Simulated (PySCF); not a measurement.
Br2.
InChI=1S/Br2/c1-2

Level: wB97X-D/def2-SVPD in PySCF, non-relativistic, on one gas-phase PBE0-D3(BJ)/def2-SVP geometry that isn't relaxed in the solvent. The solvent is an IEF-PCM continuum (Bondi radii, 1.10 Å for H, scaled by 1.2), and excitations are vertical TDDFT with non-equilibrium linear response and a frozen core. The model holds no explicit solvent molecules, cavitation or dispersion. Spin–orbit coupling is left out although an atom past zinc is present.

Gas-phase singlets (H = HOMO, L = LUMO):

| state | E (eV) | λ (nm) | f | leading configuration |
| --- | --- | --- | --- | --- |
| S1 | 2.787 | 445 | 0.001 | H→L 93% |
| S2 | 2.788 | 445 | 0.001 | H-1→L 93% |
| S3 | 5.003 | 248 | 0.000 | H-2→L 86% |
| S4 | 5.004 | 248 | 0.000 | H-3→L 86% |
| S5 | 7.862 | 158 | 0.000 | H-1→L+2 70% |

Problem. What are the lowest 5 singlets in chloroform (ε = 4.711)?

Solution. 
```
state  E (eV)  λ (nm)      f  leading configuration  change by rank (eV)
   S1   2.845     436  0.001              H-1→L 92%               +0.058
   S2   2.845     436  0.001                H→L 92%               +0.057
   S3   5.075     244  0.000              H-2→L 94%               +0.072
   S4   5.077     244  0.000              H-3→L 94%               +0.073
   S5   7.761     160  0.000              H→L+2 93%               -0.101
```

Problem. How does the list change in tetrahydrofuran (ε = 7.426)?

Solution. 
```
state  E (eV)  λ (nm)      f  leading configuration  change by rank (eV)
   S1   2.858     434  0.001              H-1→L 87%               +0.071
   S2   2.858     434  0.001                H→L 87%               +0.070
   S3   5.089     244  0.000              H-2→L 94%               +0.086
   S4   5.090     244  0.000              H-3→L 94%               +0.086
   S5   7.756     160  0.000              H→L+2 93%               -0.106
```

Problem. How do the frontier levels move from gas to tetrahydrofuran?

Solution. 
```
orbital  gas (eV)  solvent (eV)  change (eV)
 LUMO+2      2.27          2.30        +0.03
 LUMO+1      2.17          2.29        +0.12
   LUMO     -2.11         -1.97        +0.14
   HOMO    -10.11        -10.06        +0.05
 HOMO-1    -10.11        -10.06        +0.05
 HOMO-2    -12.40        -12.36        +0.04
 HOMO-3    -12.40        -12.36        +0.04
```

The HOMO–LUMO gap goes from 8.00 to 8.09 eV.

Time: 4.9 s; peak memory 0.39 GiB. Hardware: an Arm Neoverse N1 with one thread, shared host with 64 logical CPUs at a one-minute load of 62. This is the whole response run at wB97X-D/def2-SVPD in tetrahydrofuran, SCF included.
